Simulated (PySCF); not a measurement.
**Spectroscopy problems**

PySCF calculation with shielding tensors at PBE0/pcSseg-1 (GIAO) and GFN2-xTB geometry; one computed conformer, no relativistic terms, rapidly exchanging positions averaged, gas phase.

Referencing at the same level of theory: TMS for ¹H (σref 31.72), ¹³C (σref 186.93). Splittings of carbon signals by F and P are missing where no couplings were computed. Where no couplings were computed, multiplicities follow the n + 1 count of equivalent neighbours, and m marks all less simple cases (inequivalent or close neighbours, rings, F or P nearby). Shifts are as computed. Against solution values, carbons near 30 ppm lie about +3 ppm off and those near 130 ppm about +5 ppm. Of 1211 compounds with measured shifts, 218 miss one by over three times the rms of a fit or turn the order of signals round; such compounds aren't used in these exercises.

Task: C₄H₆FNSi. ¹H NMR (400 MHz, computed): δ 6.13 (m, 1H), 6.05 (m, 1H), 5.22 (m, 2H), 2.36 (m, 2H). ¹³C{¹H} NMR (computed): δ 138.7 (CH2), 123.4 (C), 122.9 (C), 28.9 (CH2). Give a structure.

Result: SMILES C=C(C#N)C[SiH2]F. Rings plus π bonds: 3 (no ring in the answer). 4 carbon signals for 4 carbons: no two carbons are equivalent. Carbon types of the structure: 2 × C, 2 × CH2, leaving 2 H on heteroatoms. δC 138.7: terminal =CH2 carbon; as expected for a trigonal carbon in a double bond. δC 123.4: nitrile carbon; this is the usual window of a C≡N carbon, which has no attached hydrogen. δC 122.9: fully substituted alkene carbon; as expected for a trigonal carbon in a double bond. δH 6.13, 6.05: hydrogen on a terminal =CH2 carbon; olefinic region.

The data come from this structure; uniqueness wasn't tested.

Task: C₈H₉O₂P. ¹H NMR (500 MHz, computed): δ 10.23 (m, 1H), 8.72 (m, 1H), 7.69 (m, 1H), 4.26 (s, 3H), 2.73 (s, 3H). ¹³C{¹H} NMR (computed): δ 205.4, 196.3, 170.5, 148.9, 135.6, 131.9, 60.3, 26.0. Identify the compound.

Result: `COc1cc(C)cc(C=O)p1`. 8 carbon signals for 8 carbons: no two carbons are equivalent. Carbon types of the structure: 3 × C, 3 × CH, 2 × CH3, which accounts for all hydrogens. δC 205.4: aromatic carbon bearing oxygen; σ withdrawal by the attached heteroatom moves it downfield of the ring CH carbons. δC 196.3: aldehyde carbonyl carbon; low-lying n→π* states of the double bond to the heteroatom give a large paramagnetic term (-251 ppm). δC 60.3: methyl carbon bonded to O; deshielded by the electronegative neighbour. δH 8.72, 7.69: hydrogen on an aromatic CH.

The shifts were computed for this structure.
